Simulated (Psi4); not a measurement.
C2H10Si2 (SMILES C[SiH2]C[SiH3]), singlet, at a GFN2-xTB geometry; MP2/def2-TZVPPD in Psi4.

Psi4 was given this input:
```
memory 2 GB

molecule {
0 1
Si    2.13749046   -0.16735913   -0.23683627
C     0.34904102    0.24413148   -0.71582281
Si   -0.95907367   -0.12799349    0.61285783
C    -2.67890812    0.34545313   -0.04167964
H     3.03441618    0.16834222   -1.34879024
H     2.25959305   -1.59647741    0.05619598
H     2.53025966    0.60916080    0.94040845
H     0.29329182    1.30092591   -0.98099728
H     0.09631364   -0.30423185   -1.62448474
H    -0.94484701   -1.55983902    0.94163592
H    -0.67383906    0.64858082    1.82696352
H    -2.73368530    1.40177707   -0.28989698
H    -3.44812630    0.14353712    0.69745869
H    -2.93200917   -0.21434659   -0.93778052
}

set {
  basis def2-tzvppd
  freeze_core true
}

energy('mp2')
print_variables()
```

What the program printed (banner, timings and long lists left out):

```
    SCF Algorithm Type (re)set to DF.

   => Loading Basis Set <=

    Name: DEF2-TZVPPD
    Role: ORBITAL
    Keyword: BASIS

         ---------------------------------------------------------
                                   SCF
               by Justin Turney, Rob Parrish, Andy Simmonett
                          and Daniel G. A. Smith
                              RHF Reference
         ---------------------------------------------------------

  ==> Geometry <==

    Molecular point group: c1
    Full point group: C1

    Geometry (in Angstrom), charge = 0, multiplicity = 1:

       Center              X                  Y                   Z               Mass
    ------------   -----------------  -----------------  -----------------  -----------------
         SI           2.110036543036    -0.160851015253    -0.244666615926    27.976926534650
         C            0.321587103036     0.250639594747    -0.723653155926    12.000000000000
         SI          -0.986527586964    -0.121485375253     0.605027484074    27.976926534650
         C           -2.706362036964     0.351961244747    -0.049509985926    12.000000000000
         H            3.006962263036     0.174850334747    -1.356620585926     1.007825032230
         H            2.232139133036    -1.589969295253     0.048365634074     1.007825032230
         H            2.502805743036     0.615668914747     0.932578104074     1.007825032230
         H            0.265837903036     1.307434024747    -0.988827625926     1.007825032230
         H            0.068859723036    -0.297723735253    -1.632315085926     1.007825032230
         H           -0.972300926964    -1.553330905253     0.933805574074     1.007825032230
         H           -0.701292976964     0.655088934747     1.819133174074     1.007825032230
         H           -2.761139216964     1.408285184747    -0.297727325926     1.007825032230
         H           -3.475580216964     0.150045234747     0.689628344074     1.007825032230
         H           -2.959463086964    -0.207838475253    -0.945610865926     1.007825032230

  Running in c1 symmetry.

  Rotational constants: A =      0.45161  B =      0.05500  C =      0.05169 [cm^-1]
  Rotational constants: A =  13539.01092  B =   1648.90577  C =   1549.62837 [MHz]
  Nuclear repulsion =  214.243084471398760

  Charge       = 0
  Multiplicity = 1
  Electrons    = 50
  Nalpha       = 25
  Nbeta        = 25

  ==> Algorithm <==

  SCF Algorithm Type is DF.
  DIIS enabled.
[...]
  @DF-RHF Final Energy:  -659.49293874330465
    Total Energy =                       -659.4929387433046486
[...]

  //>>>>>>>>>>>>>>>>>>>>>>>>>>>>>>>>>>>//
  //               DFMP2               //
  //<<<<<<<<<<<<<<<<<<<<<<<<<<<<<<<<<<<//

   => Loading Basis Set <=

    Name: (DEF2-TZVPPD AUX)
    Role: RIFIT
    Keyword: DF_BASIS_MP2

	 --------------------------------------------------------
	                          DF-MP2
	      2nd-Order Density-Fitted Moller-Plesset Theory

	        Rob Parrish, Justin Turney, Andy Simmonett,
	           Ed Hohenstein, and C. David Sherrill
	 --------------------------------------------------------

   => Auxiliary Basis Set <=

  Basis Set: (DEF2-TZVPPD AUX)
    Blend: DEF2-TZVPPD-RI
    Number of shells: 256
    Number of basis functions: 852
    Number of Cartesian functions: 1034
    Spherical Harmonics?: true
    Max angular momentum: 4

	 --------------------------------------------------------
	                 NBF =   340, NAUX =   852
	 --------------------------------------------------------
	   CLASS    FOCC     OCC    AOCC    AVIR     VIR    FVIR
	   PAIRS      12      25      13     315     315       0
	 --------------------------------------------------------

	-----------------------------------------------------------
	 ==================> DF-MP2 Energies <====================
	-----------------------------------------------------------
	 Reference Energy          =    -659.4929387433046486 [Eh]
	 Singles Energy            =      -0.0000000000000000 [Eh]
	 Same-Spin Energy          =      -0.1160055535690392 [Eh]
	 Opposite-Spin Energy      =      -0.5030759657596546 [Eh]
	 Correlation Energy        =      -0.6190815193286938 [Eh]
	 Total Energy              =    -660.1120202626333366 [Eh]
	-----------------------------------------------------------
	 ================> DF-SCS-MP2 Energies <==================
	-----------------------------------------------------------
	 SCS Same-Spin Scale       =       0.3333333333333333 [-]
	 SCS Opposite-Spin Scale   =       1.2000000000000000 [-]
	 SCS Same-Spin Energy      =      -0.0386685178563464 [Eh]
	 SCS Opposite-Spin Energy  =      -0.6036911589115855 [Eh]
	 SCS Correlation Energy    =      -0.6423596767679319 [Eh]
	 SCS Total Energy          =    -660.1352984200725587 [Eh]
	-----------------------------------------------------------

  Variable Map:
  ----------------------------------------------------------------------------
[...]
  Array Variable Map:
  ----------------------------------------------------------------------------
[...]
[...]
```
